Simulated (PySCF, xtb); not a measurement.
C3H2N3, SMILES [c]1ncncn1, multiplicity 2.

Harmonic wavenumbers (cm⁻¹) from GFN2-xTB run with xtb 6.7.1 at its own minimum, in rising order: 226, 391, 549, 658, 676, 809, 871, 936, 1123, 1130, 1151, 1189, 1236, 1348, 1407, 1599, 3066, 3068.

Problem. What does PBE-D3(BJ)/def2-SVP in PySCF give at its own minimum? (Estimate from the structure and the level; the computed values follow.)

Solution. 276, 352, 616, 688, 737, 919, 950, 979, 1113, 1164, 1169, 1261, 1366, 1389, 1511, 1564, 3094, 3097. Paired by order, the mean absolute difference is 54 cm⁻¹ and the zero-point energies are 30.6 and 31.8 kcal/mol.
